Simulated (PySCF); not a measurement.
## How the method changes the constants of ZnSi⁺

State: ²Π (doublet), unpaired electrons π ↑. Set-up: PySCF, no relativity, basis sets Zn def2-SVP, Si def2-SVP. De refers to Zn + Si⁺ in their high-spin ground configurations, without counterpoise correction. The functionals are run spin-unrestricted. A positive dipole points towards Si; it is taken about the centre of mass and depends on that origin. Levels whose curve was spin-contaminated or gave no clean fit are not listed.

```json
{"Level": "UHF-CCSD", "Re (Å)": "2.586", "ωe (cm⁻¹)": "232", "De (eV)": "1.55", "μ (D)": "n/a"}
{"Level": "UHF-CCSD(T)", "Re (Å)": "2.573", "ωe (cm⁻¹)": "240", "De (eV)": "1.61", "μ (D)": "n/a"}
{"Level": "LDA", "Re (Å)": "2.446", "ωe (cm⁻¹)": "259", "De (eV)": "2.28", "μ (D)": "0.96"}
{"Level": "PBE", "Re (Å)": "2.514", "ωe (cm⁻¹)": "238", "De (eV)": "2.10", "μ (D)": "0.79"}
{"Level": "r²SCAN", "Re (Å)": "2.487", "ωe (cm⁻¹)": "250", "De (eV)": "2.16", "μ (D)": "0.35"}
{"Level": "r²SCANh", "Re (Å)": "2.499", "ωe (cm⁻¹)": "248", "De (eV)": "2.10", "μ (D)": "0.28"}
{"Level": "PBE0", "Re (Å)": "2.529", "ωe (cm⁻¹)": "241", "De (eV)": "2.01", "μ (D)": "0.40"}
{"Level": "HSE06", "Re (Å)": "2.529", "ωe (cm⁻¹)": "240", "De (eV)": "1.99", "μ (D)": "0.51"}
{"Level": "BHandHLYP", "Re (Å)": "2.580", "ωe (cm⁻¹)": "225", "De (eV)": "1.65", "μ (D)": "0.61"}
```

Problem. Which functional lies closest to UHF-CCSD(T) in De, which farthest, and by how much do they differ from it?

Solution. Closest is BHandHLYP (+0.7 pm in Re, -6.2 % in ωe, +0.04 eV in De against UHF-CCSD(T) in the same basis), farthest LDA (-12.7 pm in Re, +7.9 % in ωe, +0.67 eV in De). CCSD(T) converges more slowly with the basis than the functionals do and binds too weakly in this one, so the order can change at the basis-set limit.

Problem. What does the gradient correction do here, going from LDA to PBE?

Solution. PBE less LDA: +6.8 pm in Re, -8.1 % in ωe, -0.18 eV in De. The gradient correction favours the more uneven density of free atoms, so it tends to lengthen bonds and takes away much of the overbinding of LDA; so it does here.

Correlated steps freeze 10 core orbitals. Correlated levels converge slowly with the basis: in double zeta they bind strong bonds too weakly, by up to about 1 eV, and carry superposition errors of some tenths. For an ion De counts to the pair picked by the measured ionisation energies or electron affinities, which need not be the lowest pair at this level. The state was picked by a PBE0 search and need not be the measured ground state.
